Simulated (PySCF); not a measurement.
Gas-phase equilibrium of 1 mol GeF4, 0.47 mol H2 at 1000 K and 1.01 bar, among 16 species (GeH4, Ge2H6, F2, GeF2, GeF3, F, H, GeH3F, GeHF3, HF, H2, Ge3H8, GeH3, GeH2F2, GeH2, GeF4). Only gases are allowed; each row takes one source of thermochemistry for all species, and Cantera finds the minimum.

Computed with PySCF and rigid-rotor harmonic-oscillator thermochemistry at 1 bar. † marks an energy on the PBE0/def2-TZVP geometry and frequencies; other levels use their own. 6-31G* has spherical d functions here. Open shells (unrestricted) among the columns below: GeF3 (multiplicity 2); the rest are closed-shell singlets. Ge: all electrons, no relativistic terms. GeF3, GeHF3, GeH2F2: computed as isolated molecules; such fragments, hydroxides, amides, oligomers or adducts are transient or little studied in the gas. The harmonic model lacks anharmonicity and excited electronic states, which grow with temperature; levels with a mode under 35 cm⁻¹ are left out.

Molecules larger than those listed are left out, and so are free Ge atoms, whose spin-orbit terms are large. Also missing: (HF)n, which can matter at low temperature or high pressure. Table species left out: H2F2, H3F3, H4F4.

Mole fractions:

```tsv
thermochemistry	x HF	x GeF4	x GeF2	x H2	x GeHF3	x GeF3	x GeH2F2
HF/6-31G*	0.27	0.45	0.13	0.14	0.011	2.4e-5	5.3e-6
PBE/def2-SVP	0.46	0.29	0.23	0.014	0.00087	5.4e-6	3.8e-8
PBE0/def2-QZVP†	0.48	0.27	0.24	0.00029	0.00022	3.5e-6	3.0e-9
r2SCAN/def2-TZVP†	0.44	0.31	0.22	0.031	0.0022	7.5e-6	2.7e-7
LDA/def2-TZVP†	0.48	0.28	0.24	0.0031	0.0016	1.7e-6	1.0e-7
ωB97M-V/def2-TZVP†	0.48	0.28	0.24	0.0014	0.00022	1.1e-6	2.8e-9
```
The most sensitive of these is GeH2F2: it spans a factor of 10^3.3 over these rows; at this temperature one factor of ten is RT ln 10 = 19 kJ/mol.
